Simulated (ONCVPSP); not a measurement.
**carbon (C): excitation energies, all-electron against ONCV**

carbon, optimised norm-conserving Vanderbilt (ONCV), made with ONCVPSP 4.0.1 (PBE, scalar-relativistic). Core [He], reference 2s1.5 2p2.5. Waves: 2s: rc 0.90 bohr, ncon 3, nbas 6, qcut 6.2 1/bohr, 2 projectors, debl 1.3 Ha; 2p: rc 2.40 bohr, ncon 4, nbas 7, qcut 7 1/bohr, 2 projectors, debl 1 Ha; d scattering state at 0.03 Ha: rc 1.80 bohr, ncon 5, nbas 8, qcut 6.1 1/bohr, 2 projectors, debl 2.6 Ha. Local part: polynomial inside 0.75 bohr (lpopt 5, dvloc0 6 Ha). Core correction: Teter function, fcfact 4.25, rcfact 1.7.

Energies are relative to the spin-unpolarised reference configuration 2s1.5 2p2.5; without spin polarisation the order of configurations can differ from experiment.

| valence configuration | charge | ΔE all-electron (eV) | error AE − PS (meV) |
| --- | --- | --- | --- |
| 2s2 2p2 | 0 | -4.236 | -1.5 |
| 2s2 2p0 | +2 | 30.781 | +482 |
| 2s1 2p3 | 0 | 4.242 | -1.8 |

Task: What are ΔE and the potential's error for 2s2 2p1?

Result: ΔE = 6.625 eV all-electron; the error (AE − PS) is +75 meV.

Levels in the configuration 2s2 2p2:

| level | all-electron (eV) | pseudo (eV) |
| --- | --- | --- |
| 2s | -13.751 | -13.729 |
| 2p | -5.285 | -5.270 |
